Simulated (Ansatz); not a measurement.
A nudged elastic band was laid between two geometries of CuH$_{3}$O$_{2}$ (6 atoms, charge 0, multiplicity 1).

Method: RKS PBE-D4/def2-SVP in Ansatz.

```json
{
  "movable images": "7",
  "climbing image": "yes",
  "spring": "5.0 eV/Å²",
  "optimiser": "quadratic models (default)",
  "start path": "IDPP",
  "force threshold": "0.05 eV/Å",
  "iteration limit": "60",
  "end points": "relaxed"
}
```

Image 0:

```xyz
6
Properties=species:S:1:pos:R:3
O -1.902 -1.075 -0.494
Cu -0.331 -0.397 -0.030
O 1.432 0.218 0.541
H -2.393 -0.362 -0.948
H 1.915 0.557 -0.241
H 1.321 0.996 1.125
```

Image 8:

```xyz
6
Properties=species:S:1:pos:R:3
O -1.941 0.311 -0.986
Cu -0.394 -0.022 -0.185
O 1.350 -0.245 0.663
H -2.466 -0.511 -0.919
H 2.048 -0.024 0.012
H 1.445 0.427 1.369
```

(1) Which bonds break or form, and what moves?

(2) Give the energies along the band, and the barrier.

(3) What is the geometry of the highest image?

(4) What are the harmonic wavenumbers there?

The band took 5 iterations and roughly 40 core-seconds.

Results:

(1) No bond is made or broken.

(2) The forces met the threshold. The highest image is number 3 of 0 to 8, 0.8 kJ/mol above the first end and 1.6 kJ/mol above the last; the last end lies 0.7 kJ/mol below the first. A vibrational analysis at the climbing image gives one clearly imaginary mode, 128i cm⁻¹: a first-order saddle point.

```tsv
image	path coordinate (Å)	energy (kJ/mol)
0	0.00	0.0
1	0.26	0.2
2	0.52	0.6
3	0.79	0.8
4	0.98	0.7
5	1.18	0.3
6	1.38	-0.2
7	1.57	-0.6
8	1.77	-0.7
```

(3) 
```xyz
6
Properties=species:S:1:pos:R:3
O -1.722 -0.801 -1.155
Cu -0.321 -0.318 -0.182
O 1.307 0.119 0.809
H -2.482 -0.271 -0.848
H 2.046 0.179 0.167
H 1.214 1.028 1.163
```

(4) 128i, 152, 157, 394, 462, 564, 650, 787, 1556, 3616, 3685, 3707 cm⁻¹.

Run time: 41 s on 1 thread of Intel(R) Xeon(R) 6975P-C (Granite Rapids) (shared host), peak memory 0.15 GiB.
